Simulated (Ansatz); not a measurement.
C₂H₈O₂Sn, SMILES `C[O][SnH]([CH3])[OH]`, relaxed with RKS PBE0-D4/def2-TZVP in Ansatz 0.2.0 from a GFN2-xTB geometry. The force threshold is 0.005 eV/Å; the program also tests the step.

Total charge 0; spin multiplicity 1. Sn takes the def2 core potential.

Start:

```xyz
13

C     0.710    1.880    1.036
O     1.092    0.644    0.502
Sn    0.121   -0.412   -0.895
C    -1.674   -1.339   -0.112
O     1.445   -1.810   -1.143
H     1.512    2.190    1.706
H    -0.218    1.810    1.609
H     0.586    2.644    0.266
H     0.015    0.517   -2.334
H    -2.520   -0.661   -0.140
H    -1.889   -2.222   -0.700
H    -1.458   -1.624    0.914
H     2.278   -1.617   -0.710
```

| step | energy (eV) | largest force (eV/Å) | largest move (Å) |
| --- | --- | --- | --- |
| 1 | -12126.3123 | 0.789 | 0.000 |
| 2 | -12126.3580 | 0.184 | 0.116 |
| 3 | -12126.3652 | 0.133 | 0.051 |
| 4 | -12126.3712 | 0.128 | 0.103 |
| 5 (rejected) | -12126.3526 | 0.710 | 0.196 |
| 6 | -12126.3757 | 0.062 | 0.098 |
| 7 (rejected) | -12126.3726 | 0.483 | 0.098 |
| 8 | -12126.3757 | 0.092 | 0.049 |
| 9 | -12126.3778 | 0.078 | 0.046 |
| 10 | -12126.3787 | 0.075 | 0.042 |
| 11 | -12126.3795 | 0.099 | 0.054 |
| 12 | -12126.3802 | 0.110 | 0.046 |
| 13 | -12126.3808 | 0.099 | 0.042 |
| 14 | -12126.3814 | 0.104 | 0.054 |
| 15 | -12126.3818 | 0.107 | 0.050 |
| 16 | -12126.3821 | 0.102 | 0.021 |
| 17 | -12126.3824 | 0.060 | 0.019 |
| 18 | -12126.3826 | 0.037 | 0.023 |
| 19 | -12126.3828 | 0.012 | 0.038 |
| 20 | -12126.3828 | 0.020 | 0.025 |
| 21 | -12126.3829 | 0.013 | 0.011 |
| 22 | -12126.3829 | 0.007 | 0.016 |
| 23 | -12126.3829 | 0.008 | 0.015 |
| 24 | -12126.3829 | 0.007 | 0.011 |
| 25 | -12126.3829 | 0.007 | 0.011 |
| 26 | -12126.3830 | 0.005 | 0.010 |
| 27 | -12126.3830 | 0.005 | 0.010 |
| 28 | -12126.3830 | 0.004 | 0.006 |

End:

```xyz
13

C     0.817    1.940    0.968
O     0.691    0.544    0.929
Sn    0.005   -0.395   -0.656
C    -1.703   -1.539   -0.155
O     1.389   -1.721   -1.073
H     1.635    2.204    1.646
H    -0.097    2.420    1.344
H     1.045    2.383   -0.013
H    -0.090    0.788   -1.894
H    -2.592   -0.910   -0.119
H    -1.840   -2.326   -0.897
H    -1.536   -1.990    0.822
H     2.276   -1.398   -0.901
```

It took 2.2 min on 2 threads of an AMD EPYC 7R13 on a shared host and a share of an NVIDIA H100 80 GB, with 0.87 GiB of host memory at the peak.
